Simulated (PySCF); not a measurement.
A structure optimised at PBE0-D3(BJ)/def2-TZVP, used in a PySCF frequency run:

```
In
F 1 1.9410
H 1 1.6917 2 120.56
Br 1 2.4430 3 129.40 2 -180.00
```
Charge 0, spin multiplicity 1.

Question: Write its SMILES, formula and point group.

Answer: [F][InH][Br], BrFHIn, Cs

Question: What are its rotational constants (standard atomic weights)?

Answer: 9.9228, 1.4784, 1.2867 GHz
